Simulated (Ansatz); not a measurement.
A CCSD(T) single point on C2H5NZn.

```yaml
crystal:
  periodic: [false, false, false]
  atoms:
    - {symbol: C, position_ang: [-0.177010, 1.008167, -0.563608]}
    - {symbol: N, position_ang: [0.067954, -0.335612, -0.114061]}
    - {symbol: C, position_ang: [0.136975, -0.558751, 1.120540]}
    - {symbol: Zn, position_ang: [0.443378, -2.882415, -1.676800]}
    - {symbol: H, position_ang: [-1.084086, 1.019095, -1.173430]}
    - {symbol: H, position_ang: [-0.284264, 1.732674, 0.255681]}
    - {symbol: H, position_ang: [0.644123, 1.320683, -1.213871]}
    - {symbol: H, position_ang: [0.019116, 0.225393, 1.880521]}
    - {symbol: H, position_ang: [0.322314, -1.575334, 1.467930]}
basis:
  gaussian: {orbitals: def2-SVP}
correlation: {method: ccsd_t, frozen_orbitals: {C: 1, H: 0, "N": 1, Zn: 9}}
```

```sh
$ ansatz run in.yaml --threads 4 --pin off --events-out ev --progress --plain
```

Log, shortened:

```
Functional definition: HF
987 factors; integrals over basis functions are off by at most 1.6e-3 eV
mean field evaluation 1: about -51986.1815 eV, gradient 2.4e1 eV
mean field evaluation 2: about -51986.2943 eV, gradient 2.4e1 eV
mean field evaluation 4: about -51987.9539 eV, gradient 4.0e0 eV
mean field evaluation 8: about -51988.0007 eV, gradient 2.1e-1 eV
mean field -51988.00108025 eV, -1910.5238009663 hartree, gradient 3.0e-6 eV, S^2 0.000000; 0 other end points of the search recorded, 0 dependent functions left out
12 core orbitals not correlated: weight in the atoms' cores, before any rotation towards them, 1.000 or more for the frozen orbitals, at most 0.000 for the correlated occupied ones
reference -51988.00108025 eV, -1910.5238009663 hartree; 15, 15 occupied and 71, 71 virtual orbitals, 987 factors
second order -19.95957668 eV of doubles, -0.00000000 eV of singles
cycle   1  -19.83322244 eV  change    1.3e-1 eV  update   1.1e-1
cycle   2  -20.47043569 eV  change   -6.4e-1 eV  update   4.0e-2
cycle   3  -20.58745208 eV  change   -1.2e-1 eV  update   1.7e-2
cycle   4  -20.57879955 eV  change    8.7e-3 eV  update   3.5e-3
cycle   5  -20.58033718 eV  change   -1.5e-3 eV  update   1.3e-3
cycle   6  -20.58118477 eV  change   -8.5e-4 eV  update   3.9e-4
cycle   7  -20.58134886 eV  change   -1.6e-4 eV  update   1.5e-4
cycle   8  -20.58134737 eV  change    1.5e-6 eV  update   4.5e-5
cycle   9  -20.58134311 eV  change    4.3e-6 eV  update   1.5e-5
perturbative correction -0.64860640 eV, -0.0238358457 hartree
Total energy: -52009.23102976 eV, -1911.3039872207 hartree
```

Run time 3.5 s (4 threads of a server CPU on a shared host); peak host memory 0.39 GiB.

MP2 recovers 94.0 % of the CCSD(T) correlation energy and the triples give 3.1 %; T1 = 0.0116.
